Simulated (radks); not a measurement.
The numbers below are computed, except where a source is named.
Task: The table gives one normalised radial function P(r) = r R(r) of Ga+ in [Ar] 3d10 4s2 (r in bohr). Level of theory: scalar-relativistic Kohn-Sham, BLYP, spin-unpolarised, spherical densities, finite nucleus; Fermi nuclear charge, rms radius 3.9973 fm (a radial shooting solver on a logarithmic mesh with Libxc functionals).

r	P
0.004887	0.1825
0.007408	0.2517
0.01123	0.3311
0.01702	0.4028
0.0256	0.4266
0.0388	0.3368
0.05882	0.0626
0.08917	-0.3758
0.1352	-0.7254
0.2033	-0.5325
0.3081	0.3727
0.4671	1.2687
0.7081	1.2363
1.073	0.5712
1.614	0.1239
2.447	0.0093
3.709	0.0002
5.623	0.0000
8.523	0.0000

Which n and l does it have? It may be an empty orbital.

Result: n = 3, l = 0: the number of nodes gives n - l - 1 = 2, the rise at small r (about r^(l+1)) gives l, and the extent must fit the shell. The curve is that of 3s. 3s: eigenvalue -156.11 eV, 2 radial nodes at r = 0.0629, 0.266 bohr, <r> = 0.652 bohr, 90 % of the charge inside 0.977 bohr.
